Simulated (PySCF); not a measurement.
C₂H₇FSi₂, SMILES F[SiH2]/C=C\[SiH3]. Atoms are numbered in the order given.

```xyz
12

F      1.4044    -0.9244     0.0000
Si    -0.0354    -1.7035     0.0000
C     -1.3791    -0.4150     0.0000
C     -1.2088     0.9222     0.0000
Si     0.4047     1.9177     0.0000
H     -0.0978    -2.5587    -1.2161
H     -0.0978    -2.5587     1.2161
H     -2.4105    -0.8022     0.0000
H     -2.1213     1.5372     0.0000
H      1.2161     1.6514    -1.2195
H      0.0120     3.3576     0.0000
H      1.2161     1.6514     1.2195
```

The structure is a stationary point at B3LYP-D3(BJ)/def2-SVP. The structure was generated by enumeration; whether it is a known compound was not checked. One conformer was computed; it need not be the lowest.

Calculation: ωB97X/def2-TZVP run with PySCF.

Symmetry labels are those of the subgroup Cs that the program uses (full group Cs).

Task: List the valence orbital energies around the gap with their symmetry. (Estimate from the structure and the level; the computed values follow.)

Result: 
```tsv
orbital	symmetry	energy (eV)
HOMO−7	A'	-15.04
HOMO−6	A'	-14.73
HOMO−5	A'	-12.89
HOMO−4	A"	-12.56
HOMO−3	A"	-12.32
HOMO−2	A'	-11.93
HOMO−1	A'	-10.97
HOMO	A"	-10.43
LUMO	A"	0.85
LUMO+1	A'	2.02
LUMO+2	A'	2.97
LUMO+3	A'	3.40
```
